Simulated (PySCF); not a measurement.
Löwdin shares of the frontier orbitals

Species: SnI₄.
Structure used (PBE0-D3(BJ)/def2-SVP), in Å, numbered top down from 1:
```xyz
5
SnI4 angstrom
Sn     0.0133   -0.0206   -0.0121
I     -0.0111   -0.0493    2.6660
I      2.5459   -0.0447   -0.8906
I     -1.2074    2.1909   -0.8945
I     -1.2659   -2.1867   -0.9309
```

Method used: PySCF, TDDFT wB97X-D/def2-SVPD, vertical, gas phase, core orbitals frozen in the response, def2 core potentials past Kr. Spin–orbit coupling is left out.

Frontier orbitals with the atoms that hold most of them (Löwdin shares over 4%, at most four atoms; ? is withheld):

```csv
orbital,ε (eV),atoms
HOMO-3,-9.99,"I2 25%, I4 24%, I3 22%, I5 21%"
HOMO-2,-9.66,"I4 36%, I5 30%, I2 29%, I3 5%"
HOMO-1,-9.66,"I3 38%, I4 32%, I2 22%, I5 8%"
HOMO,-9.66,"I5 38%, I3 34%, I2 24%, I4 4%"
LUMO,-2.35,?
LUMO+1,0.37,"Sn1 35%, I3 20%, I5 18%, I4 14%"
LUMO+2,0.38,"Sn1 35%, I2 22%, I3 17%, I5 14%"
```

Task: Which atoms hold the LUMO, and with what shares?

Result: Sn1 (bonded to 4 I) 21%; I3 (bonded to Sn) 20%; I2 (bonded to Sn) 20%; I4 (bonded to Sn) 20%. By element: iodine 59% or more, tin 21%.

Within 0.005 eV of a neighbour in this list lie HOMO-2/HOMO-1/HOMO (point group found: Td); within a degenerate set the shares of single atoms can hang on how the components are chosen.

Task: How does S1 compare with the orbital gap of 7.31 eV?

Result: S1 is at 3.35 eV (f = 0.0000), 3.96 eV below the gap, made of HOMO-2/HOMO-1/HOMO→LUMO (≥95%). S1/S2/S3 lie within about 0.01 eV of each other. 

Next come S2 at 3.35 eV (f 0.0000), HOMO-2/HOMO-1/HOMO→LUMO (≥95%); S3 at 3.35 eV (f 0.0000), HOMO-2/HOMO-1/HOMO→LUMO (≥95%); S4 at 3.80 eV (f 0.057), HOMO-3→LUMO (74%), HOMO-5→LUMO (18%); S5 at 3.80 eV (f 0.057), HOMO-4→LUMO (57%), HOMO-5→LUMO (27%), HOMO-3→LUMO (8%).

Orbitals of the list HOMO-3 to LUMO+2 that lie within 0.01 eV of each other are written together with a slash and their weights summed (≥ marks a lower bound); for degenerate orbitals outside that list single weights are arbitrary.

Löwdin shares depend on the basis, the more so with diffuse functions.
